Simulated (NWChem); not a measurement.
System: HfO2 anion, doublet; SMILES of the neutral closed-shell parent [O]=[Hf]=[O]

Here is an NWChem input.

```
start job
memory heap 200 mb stack 900 mb global 1100 mb
charge -1
geometry units angstroms
  Hf     0.000000     0.000000     0.363565
  O      1.516724     0.000000    -0.672922
  O     -1.516724     0.000000    -0.672922
end
basis spherical
  * library def2-svp
end
ecp
  Hf library def2-ecp
end
dft
  odft
  mult 2
  xc xpbe96 cpbe96
  iterations 150
end
driver
  maxiter 120
end
task dft optimize
dft
  grid fine
  convergence energy 1d-8 density 1d-7
end
task dft freq numerical
```

Parts of the log:

```
             Northwest Computational Chemistry Package (NWChem) 7.3.0
             --------------------------------------------------------

 C2V symmetry detected

                             Geometry "geometry" -> ""
                             -------------------------

 Output coordinates in angstroms (scale by  1.889725989 to convert to a.u.)

  No.       Tag          Charge          X              Y              Z
 ---- ---------------- ---------- -------------- -------------- --------------
    1 Hf                  72.0000     0.00000000     0.00000000     0.18845218
    2 O                    8.0000     1.51672400     0.00000000    -0.84803482
    3 O                    8.0000    -1.51672400     0.00000000    -0.84803482

 Effective nuclear repulsion energy (a.u.)     343.0074296214

      Symmetry information
      --------------------

 Group name             C2v
 Group number             16
 Group order               4
 No. of unique centers     2

                                Z-matrix (autoz)
                                --------

 Units are Angstrom for bonds and degrees for angles

      Type          Name      I     J     K     L     M      Value
      ----------- --------  ----- ----- ----- ----- ----- ----------
    1 Stretch                  1     2                       1.83705
    2 Stretch                  1     3                       1.83705
    3 Bend                     2     1     3               111.30477

                           NWChem Geometry Optimization
                           ----------------------------

 maximum gradient threshold         (gmax) =   0.000450
 rms gradient threshold             (grms) =   0.000300
 maximum cartesian step threshold   (xmax) =   0.001800
 rms cartesian step threshold       (xrms) =   0.001200
 fixed trust radius                (trust) =   0.300000
 source of zmatrix                         =   autoz

          -------------------
          Energy Minimization
          -------------------

 Using diagonal initial Hessian
 Scaling for Hessian diagonals: bonds = 1.00  angles = 0.25  torsions = 0.10

          --------
          Step   0

                                 NWChem DFT Module
                                 -----------------

 Summary of "ao basis" -> "ao basis" (spherical)
 ------------------------------------------------------------------------------
       Tag                 Description            Shells   Functions and Types
 ---------------- ------------------------------  ------  ---------------------
 Hf                         def2-svp                12       32   6s3p2d1f
 O                          def2-svp                 6       14   3s2p1d

      Symmetry analysis of basis
      --------------------------

        a1         25
        a2          7
        b1         17
        b2         11

            General Information
            -------------------
          SCF calculation type: DFT
          Wavefunction type:  spin polarized.
          No. of atoms     :     3
          No. of electrons :    29
           Alpha electrons :    15
            Beta electrons :    14
          Charge           :    -1
          Spin multiplicity:     2
          Use of symmetry is: on ; symmetry adaption is: on
          Maximum number of iterations: 150
          AO basis - number of functions:    60
                     number of shells:    24
          Convergence on energy requested:  1.00D-06
          Convergence on density requested:  1.00D-05
          Convergence on gradient requested:  5.00D-04

              XC Information
              --------------
          PerdewBurkeErnzerhof Exchange Functional  1.000
            Perdew 1991 LDA Correlation Functional  1.000 local
           PerdewBurkeErnz. Correlation Functional  1.000 non-local

             Grid Information
             ----------------
          Grid used for XC integration:  medium
          Radial quadrature: Mura-Knowles
          Angular quadrature: Lebedev.
          Tag              B.-S. Rad. Rad. Pts. Rad. Cut. Ang. Pts.
          ---              ---------- --------- --------- ---------
          Hf                  1.55      123           9.0       590
          O                   0.60       49           8.0       434
          Grid pruning is: on
          Number of quadrature shells:   172
          Spatial weights used:  Erf1

      Superposition of Atomic Density Guess
      -------------------------------------

 Sum of atomic energies:        -201.32054803

 Renormalizing density from      28.00 to     29

      Non-variational initial energy
      ------------------------------

 Total energy =    -199.975005
 1-e energy   =    -431.329114
 2-e energy   =     164.882341
 HOMO         =       0.082967
 LUMO         =       0.215507

   Symmetry analysis of molecular orbitals - initial alpha
   -------------------------------------------------------

  Numbering of irreducible representations:

     1 a1          2 a2          3 b1          4 b2

  Orbital symmetries:

     1 a1          2 b1          3 a1          4 b1          5 a1
     6 b2          7 a1          8 b1          9 a1         10 a2
    11 b2         12 b1         13 a1         14 b1         15 a1
    16 b2         17 a1         18 b1         19 a1         20 b2
    21 a2         22 a1         23 b1         24 a1         25 a2

   Symmetry analysis of molecular orbitals - initial beta
   ------------------------------------------------------

  Numbering of irreducible representations:

     1 a1          2 a2          3 b1          4 b2

  Orbital symmetries:

     1 a1          2 b1          3 a1          4 b1          5 a1
     6 b2          7 a1          8 b1          9 a1         10 a2
    11 b2         12 b1         13 a1         14 b1         15 a1
    16 b2         17 a1         18 b1         19 a1         20 b2
    21 a2         22 a1         23 b1         24 a1         25 a2

   convergence    iter        energy       DeltaE   RMS-Dens  Diis-err
 ---------------- ----- ----------------- --------- --------- ---------
 d= 0,ls=0.0,diis     1   -197.9602777324 -2.64D+02  5.10D-02  4.46D-01
                                                     4.71D-02  4.17D-01
 d= 0,ls=0.0,diis     2   -185.7366898473  1.22D+01  3.82D-02  1.83D+01
                                                     4.05D-02  1.74D+01
 d= 0,ls=0.0,diis     3   -198.2504771973 -1.25D+01  9.03D-03  1.13D-01
                                                     6.10D-03  1.06D-01
 d= 0,ls=0.0,diis     4   -198.2636533839 -1.32D-02  3.43D-03  1.04D-01
                                                     2.58D-03  1.05D-01
 d= 0,ls=0.0,diis     5   -198.2989611827 -3.53D-02  1.41D-03  2.77D-02
                                                     1.64D-03  2.76D-02
  Resetting Diis
 d= 0,ls=0.0,diis     6   -198.3116899088 -1.27D-02  5.71D-04  8.25D-04
                                                     4.14D-04  8.14D-04
 d= 0,ls=0.0,diis     7   -198.3120790376 -3.89D-04  3.72D-04  7.69D-05
                                                     3.78D-04  7.66D-05
 d= 0,ls=0.0,diis     8   -198.3115490098  5.30D-04  3.37D-04  1.34D-03
                                                     3.28D-04  1.31D-03
 d= 0,ls=0.0,diis     9   -198.3121059528 -5.57D-04  4.25D-05  7.65D-06
                                                     3.67D-05  7.39D-06
 d= 0,ls=0.0,diis    10   -198.3121100172 -4.06D-06  4.30D-06  3.55D-08
                                                     1.43D-06  2.37D-08
 d= 0,ls=0.0,diis    11   -198.3121100347 -1.75D-08  1.00D-06  9.58D-10
                                                     1.03D-06  6.83D-10

         Total DFT energy =     -198.312110034703
      One electron energy =     -426.113843336041
           Coulomb energy =      184.474891890093
    Exchange-Corr. energy =      -23.144927186188
 Nuclear repulsion energy =       66.471768597433

 Numeric. integr. density =       29.000006737463

                  Occupations of the irreducible representations
                  ----------------------------------------------

                     irrep           alpha         beta
                     --------     --------     --------
                     a1                7.0          6.0
                     a2                1.0          1.0
                     b1                5.0          5.0
                     b2                2.0          2.0

                    DFT Final Alpha Molecular Orbital Analysis
                    ------------------------------------------

 Vector   13  Occ=1.000000D+00  E=-3.973202D-02  Symmetry=b2
              MO Center=  2.2D-13, -9.4D-14, -7.3D-01, r^2= 3.0D+00
   Bfn.  Coefficient  Atom+Function         Bfn.  Coefficient  Atom+Function
  ----- ------------  ---------------      ----- ------------  ---------------
    37      0.389408  2 O  py                51      0.389408  3 O  py
    17     -0.283576  1 Hf d -1              40      0.274901  2 O  py
    54      0.274901  3 O  py                14      0.165739  1 Hf py
     8     -0.129678  1 Hf py                22     -0.102872  1 Hf d -1
    11      0.034174  1 Hf py                26      0.033573  1 Hf f -3

[...]

      ----------------------
      Optimization converged
      ----------------------

  Step       Energy      Delta E   Gmax     Grms     Xrms     Xmax
  ---- ---------------- -------- -------- -------- -------- --------
@    3    -198.31238122 -1.2D-08  0.00005  0.00004  0.00031  0.00054
                                     ok       ok       ok       ok

                                Z-matrix (autoz)
                                --------

 Units are Angstrom for bonds and degrees for angles

      Type          Name      I     J     K     L     M      Value     Gradient
      ----------- --------  ----- ----- ----- ----- ----- ---------- ----------
    1 Stretch                  1     2                       1.83160   -0.00005
    2 Stretch                  1     3                       1.83160   -0.00005
    3 Bend                     2     1     3               108.50901   -0.00002

                         Geometry "geometry" -> "geometry"
                         ---------------------------------

 Output coordinates in angstroms (scale by  1.889725989 to convert to a.u.)

  No.       Tag          Charge          X              Y              Z
 ---- ---------------- ---------- -------------- -------------- --------------
    1 Hf                  72.0000     0.00000000     0.00000000     0.21079047
    2 O                    8.0000     1.48656256     0.00000000    -0.85920396
    3 O                    8.0000    -1.48656256     0.00000000    -0.85920396

 Effective nuclear repulsion energy (a.u.)     344.2216875283

      Symmetry information
      --------------------

 Group name             C2v
 Group number             16
 Group order               4
 No. of unique centers     2

                Final and change from initial internal coordinates
                --------------------------------------------------

                                Z-matrix (autoz)
                                --------

 Units are Angstrom for bonds and degrees for angles

      Type          Name      I     J     K     L     M      Value       Change
      ----------- --------  ----- ----- ----- ----- ----- ---------- ----------
    1 Stretch                  1     2                       1.83160   -0.00545
    2 Stretch                  1     3                       1.83160   -0.00545
    3 Bend                     2     1     3               108.50901   -2.79576

 ==============================================================================
                                internuclear distances
 ------------------------------------------------------------------------------
       center one      |      center two      | atomic units |  angstroms
 ------------------------------------------------------------------------------
    2 O                |   1 Hf               |     3.46122  |     1.83160
    3 O                |   1 Hf               |     3.46122  |     1.83160
 ------------------------------------------------------------------------------
                         number of included internuclear distances:          2
 ==============================================================================

[second-derivative integrals and response iterations left out]

  Vibrational analysis via the FX method

  See chapter 2 in "Molecular Vibrations" by Wilson, Decius and Cross

  Vib: Default input used

 ---------------------------- Atom information ----------------------------
     atom    #        X              Y              Z            mass
 --------------------------------------------------------------------------
    Hf       1  0.0000000D+00  0.0000000D+00  3.9833622D-01  1.7994680D+02
    O        2  2.8091959D+00  0.0000000D+00 -1.6236601D+00  1.5994910D+01
    O        3 -2.8091959D+00  0.0000000D+00 -1.6236601D+00  1.5994910D+01
 --------------------------------------------------------------------------

[unprojected Hessian and modes left out]

        Vibrational analysis via the FX method
  --- with translations and rotations projected out ---
  --- via the Eckart algorithm                      ---
 Projected Nuclear Hessian trans-rot subspace norm:2.1185D-33
                         (should be close to zero!)

[projected Hessian left out]

 Rotational Constants
 --------------------
 A=   0.542110 cm-1  (  0.779957 K)
 B=   0.238463 cm-1  (  0.343088 K)
 C=   0.165613 cm-1  (  0.238275 K)

 Temperature                      =   298.15K
 frequency scaling parameter      =   1.0000

 Zero-Point correction to Energy  =    2.652 kcal/mol  (  0.004227 au)
 Thermal correction to Energy     =    4.826 kcal/mol  (  0.007691 au)
 Thermal correction to Enthalpy   =    5.418 kcal/mol  (  0.008635 au)

 Total Entropy                    =   66.477 cal/mol-K
   - Translational                =   41.938 cal/mol-K (mol. weight = 211.9366)
   - Rotational                   =   22.449 cal/mol-K (symmetry #  =        2)
   - Vibrational                  =    2.090 cal/mol-K

 Cv (constant volume heat capacity) =    9.015 cal/mol-K
   - Translational                  =    2.979 cal/mol-K
   - Rotational                     =    2.979 cal/mol-K
   - Vibrational                    =    3.056 cal/mol-K

[normal modes left out]

 ----------------------------------------------------------------------------
 Normal Eigenvalue ||           Projected Infra Red Intensities
  Mode   [cm**-1]  || [atomic units] [(debye/angs)**2] [(KM/mol)] [arbitrary]
 ------ ---------- || -------------- ----------------- ---------- -----------
    1       -0.000 ||    0.005078           0.117         4.950       1.583
    2        0.000 ||    0.000035           0.001         0.034       0.011
    3        0.000 ||    0.013252           0.306        12.919       4.130
    4        0.000 ||    0.013252           0.306        12.919       4.130
    5        0.000 ||    0.006329           0.146         6.170       1.973
    6        0.000 ||    0.004699           0.108         4.581       1.465
    7      258.812 ||    0.005279           0.122         5.146       1.645
    8      763.235 ||    0.173423           4.001       169.062      54.050
    9      834.174 ||    0.067424           1.556        65.729      21.014
 ----------------------------------------------------------------------------
```

Level: PBE/def2-SVP with def2 effective core potentials on Hf, spin-unrestricted. In the optimisation the excess spin sits in a1 (C2v, its own frame). Sets without diffuse functions describe the anion's extra electron poorly. This spin state was assumed; another may lie lower. No stability test was run on the SCF state. The highest occupied level is positive, so the extra electron may be held by the finite basis. def2 effective core potentials on Hf; no spin-orbit coupling.
